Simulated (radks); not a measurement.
Spherical quantum dot in the effective-mass picture: electrons in a hard-walled sphere of radius 3.95, all in effective atomic units (hartree* = m*/eps^2 hartree, bohr* = eps/m* bohr), one dielectric constant everywhere. Calculated with a radial shooting solver with Libxc functionals: non-relativistic Kohn-Sham, LDA (Slater exchange, Perdew-Wang correlation), spin-polarised, spherical densities. Levels are named by radial order and angular momentum (1s, 1p, 1d, 2s, ...), and open shells are averaged over m.

N = 20, configuration 1s2 1p6 1d10 1f(up 2, down 0). This is the lowest configuration that the search found. Occupied and some empty levels:

| level | occupation | eigenvalue (hartree*) | <r> (bohr*) |
|---|---|---|---|
| 1s up | 1 | 6.7238 | 2.649 |
| 1s down | 1 | 6.7459 | 2.641 |
| 1p up | 3 | 6.8933 | 2.756 |
| 1p down | 3 | 6.9167 | 2.752 |
| 1d up | 5 | 7.1846 | 2.847 |
| 1d down | 5 | 7.2091 | 2.844 |
| 1f up | 2 | 7.5822 | 2.922 |
| 1f down | 0 | 7.6075 | 2.921 |
| 2s up | 0 | 7.8611 | 1.773 |
| 2s down | 0 | 7.8694 | 1.773 |
| 1g up | 0 | 8.0771 | 2.986 |
| 1g down | 0 | 8.1029 | 2.985 |
| 2p up | 0 | 8.4158 | 2.069 |
| 2p down | 0 | 8.4271 | 2.068 |
| 2d up | 0 | 9.0744 | 2.258 |
| 2d down | 0 | 9.0881 | 2.256 |

Energy (hartree*): total 78.8682, kinetic 21.313, external 0, Hartree 65.654, exchange-correlation -8.0986.

Electron density:

| r (bohr*) | n(r) (e/bohr*^3) |
|---|---|
| 0.212 | 0.004930 |
| 0.507 | 0.006652 |
| 0.802 | 0.01061 |
| 1.10 | 0.01828 |
| 1.39 | 0.03156 |
| 1.69 | 0.05246 |
| 1.98 | 0.08142 |
| 2.28 | 0.1150 |
| 2.57 | 0.1431 |
| 2.87 | 0.1491 |
| 3.16 | 0.1193 |
| 3.46 | 0.06128 |
| 3.75 | 0.01100 |
